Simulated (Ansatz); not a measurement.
C₃H₇O (SMILES C[CH-]OC), charge -1, singlet, geometry from GFN2-xTB (a gas-phase anion, which may not be bound at this level); Ansatz (a first-principles code) with B3LYP5/STO-3G.

Ansatz was given this input:
Ansatz 0.2 input:
```yaml
crystal:
  periodic: [false, false, false]
  atoms:
    - {symbol: O, position_ang: [0.27524919, -0.58420743, -0.62303532]}
    - {symbol: C, position_ang: [0.09401883, 0.90333784, -0.29403238]}
    - {symbol: C, position_ang: [1.02460482, -1.20359562, 0.34229042]}
    - {symbol: C, position_ang: [-1.27934567, 1.02284955, 0.39588235]}
    - {symbol: H, position_ang: [-0.06509560, 1.31189351, -1.33559503]}
    - {symbol: H, position_ang: [1.24877528, -2.23160334, 0.01033964]}
    - {symbol: H, position_ang: [1.98223373, -0.68204747, 0.53292018]}
    - {symbol: H, position_ang: [0.50182452, -1.27623020, 1.31766778]}
    - {symbol: H, position_ang: [-2.14125770, 0.55895431, -0.13156786]}
    - {symbol: H, position_ang: [-1.24810032, 0.57100939, 1.39663175]}
    - {symbol: H, position_ang: [-1.51604143, 2.08613261, 0.52904382]}
basis:
  gaussian:
    orbitals: STO-3G
hamiltonian:
  xc: b3lyp5
total_charge: -1
```

What the program printed (banner, timings and long lists left out):

```
Functional definition: B3LYP5
383 factors; integrals over basis functions are off by at most 3.4e-5 eV
mean field evaluation 1: about -5193.8645 eV, gradient 2.0e1 eV
mean field evaluation 2: about -5194.3539 eV, gradient 1.7e1 eV
mean field evaluation 4: about -5195.2375 eV, gradient 3.9e-1 eV
mean field evaluation 8: about -5195.2033 eV, gradient 6.8e-3 eV
mean field -5195.20333006 eV, -190.9202009443 hartree, gradient 1.2e-5 eV, S^2 0.000000; 0 other end points of the search recorded, 0 dependent functions left out
reference -5195.20350098 eV, -190.9202072254 hartree; 17, 17 occupied and 10, 10 virtual orbitals, 383 factors
Total energy: -5195.20350098 eV, -190.9202072254 hartree
```
